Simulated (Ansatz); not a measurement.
`[BH2][Zn][OH]` + CH₃OH → `C[O][Zn][OH]` + BH₃ at 400 K and 1 bar (cleavage of the Zn–B bond).

Program: Ansatz. Geometries: PBE0-D4/def2-TZVP. ΔE: electronic, gas phase. CCSD(T)/CBS adds triple-zeta CCSD(T) − MP2 to the extrapolated MP2 energy (def2 sets, frozen cores). This one scheme is used for every species. For Zn outer-core shells are correlated without core-valence functions, which leaves a few kJ/mol of doubt a bond. Scalar relativity is left out up to krypton. Each species was taken in one conformer, which may not be the lowest.

```json
{"species": "`[BH2][Zn][OH]`", "CCSD(T)/CBS energy (Eh)": "-1880.12839", "H − E (kJ/mol)": "109.2", "S (J/(mol·K))": "325.7"}
{"species": "CH₃OH", "CCSD(T)/CBS energy (Eh)": "-115.61712", "H − E (kJ/mol)": "151.2", "S (J/(mol·K))": "252.6"}
{"species": "`C[O][Zn][OH]`", "CCSD(T)/CBS energy (Eh)": "-1969.20515", "H − E (kJ/mol)": "171.4", "S (J/(mol·K))": "364.7"}
{"species": "BH₃", "CCSD(T)/CBS energy (Eh)": "-26.55200", "H − E (kJ/mol)": "82.6", "S (J/(mol·K))": "199.4"}
```

H − E and S are ideal-gas, rigid-rotor, harmonic terms from PBE0-D4/def2-TZVP, for one conformer and one mirror image of each species. 1 Eh = 2625.50 kJ/mol, R = 8.31446 J/(mol·K).

Task: By hand: ΔE, ΔH, ΔS and ΔG.

Result: ΔE = (-1969.20515) + (-26.55200) − (-1880.12839) − (-115.61712) = -0.01164 Eh = -30.6 kJ/mol. Δ(H − E) = 171.4 + 82.6 − 109.2 − 151.2 = -6.4, so ΔH = -37.0 kJ/mol. ΔS = 364.7 + 199.4 − 325.7 − 252.6 = -14.2 J/(mol·K). ΔG = -37.0 − 400 × (-14.2)/1000 = -31.3 kJ/mol.

Task: By hand: the equilibrium constant, and the temperature at which ΔG would vanish if ΔH and ΔS stayed fixed.

Result: log₁₀ K = −ΔG/(RT ln 10) = 4.1. ΔG = 0 at ΔH/ΔS = 2606 K, far beyond where these terms or the molecules hold.

The number of gas molecules stays the same, so ΔS is small and ΔH decides. A doubt of 5 kJ/mol in ΔE shifts log₁₀ K by 0.7 here. Other conformers and mirror images would add mixing entropy, several J/(mol·K) or more a flexible species. These are equilibria of isolated gas molecules and say nothing of rates. Largest T1 diagnostic: 0.017 (customary marks: 0.02 for closed shells, 0.045 for open ones).
